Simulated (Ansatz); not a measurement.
Cost and result for the atomization energy of `[CH2]1[SiH2][S][SnH2]1` (10 atoms, 10 bonds).

```xyz
10

C    -0.4565   -0.7714    0.4870
Si    1.3212   -0.6002   -0.1130
S     1.2757    1.3598   -0.9932
Sn   -1.0240    1.1751   -0.2372
H    -1.0167   -1.5743    0.0071
H    -0.5582   -0.8589    1.5690
H     2.3075   -0.6701    0.9984
H     1.6855   -1.6349   -1.1178
H    -1.4060    2.3531    0.9370
H    -2.1286    1.2217   -1.5372
```

Charge 0, multiplicity 1. Correlated methods include outer-core shells of Sn, which these sets cover unevenly. Sn: def2 effective core potential. Geometry: relaxed with PBE0-D4/def2-TZVP. Program: Ansatz. All runs use 4 threads of an Arm Neoverse V1 on a shared host. Times are those of one run each, without the atoms' runs, and a repeat can differ threefold. Electronic energies, without spin–orbit coupling; frozen cores. CCSD(T)/CBS adds CCSD(T) − MP2 in def2-TZVPP to the MP2 limit, and its time is that of the two runs behind it. T1 = 0.012. With those shells the extrapolation isn't a true limit. B3LYP takes the VWN-RPA correlation (the form of Gaussian; ORCA's B3LYP/G).

CCSD(T)/CBS is a level of theory with its own doubt, some kJ/mol a heavy atom from the limit and from the frozen cores, so smaller differences don't rank the functionals.

```csv
level,functions,wall time
PBE-D4/def2-TZVPP (with forces),249,3.1 s
PBE0-D4/def2-TZVPP,249,4.2 s
r2SCAN-D4/def2-TZVPP (with forces),249,6.5 s
B3LYP-D4/def2-TZVPP (with forces),249,7 s
B2PLYP/def2-TZVPP,249,7.5 s
ωB97X-V/def2-TZVPP,249,11 s
ωB97M-V/def2-TZVPP (with forces),249,16 s
MP2/def2-QZVPP,459,25 s
CCSD(T)/def2-TZVPP,249,3.3 min
CCSD(T)/CBS(def2),–,3.7 min
```

**Question.** What atomization energy does each give, and how far from CCSD(T)/CBS? (Estimate.)

**Answer.** Ansatz gave: 
| level | atomization (kcal/mol) | difference from CCSD(T)/CBS | per bond |
| --- | --- | --- | --- |
| PBE-D4/def2-TZVPP (with forces) | 748.4 | -4.1 | -0.4 |
| PBE0-D4/def2-TZVPP | 744.1 | -8.4 | -0.8 |
| r2SCAN-D4/def2-TZVPP (with forces) | 748.1 | -4.4 | -0.4 |
| B3LYP-D4/def2-TZVPP (with forces) | 740.6 | -11.9 | -1.2 |
| B2PLYP/def2-TZVPP | 731.7 | -20.8 | -2.1 |
| ωB97X-V/def2-TZVPP | 754.5 | 2.0 | 0.2 |
| ωB97M-V/def2-TZVPP (with forces) | 748.9 | -3.6 | -0.4 |
| MP2/def2-QZVPP | 743.6 | -8.9 | -0.9 |
| CCSD(T)/def2-TZVPP | 729.5 | -23.0 | -2.3 |
| CCSD(T)/CBS(def2) | 752.5 | 0.0 | 0.0 |

From PBE to PBE0 (25 % exact exchange), in def2-TZVPP and without D4, the atomization energy moves by −3.2 kcal/mol: exact exchange takes away binding that semilocal exchange gives to molecules. In def2-TZVPP, CCSD(T) changes the Hartree–Fock value by +185.1 kcal/mol (the triples alone add +11.7 kcal/mol) and MP2 by +185.6 kcal/mol; breaking electron pairs costs correlation energy, which Hartree–Fock lacks. The D4 term adds +11.3 kcal/mol with B3LYP and +5.9 kcal/mol with PBE0; it sums over pairs of atoms, weighted by their polarisabilities, and B3LYP, whose exchange is more repulsive, gets the larger term.

Spin–orbit coupling would lower the free Sn atoms strongly, and the atomization energy with them, by more than many differences here. For some Ge, Se and Sn compounds the MP2-based and the directly extrapolated limit differ by 10 to 25 kJ/mol.
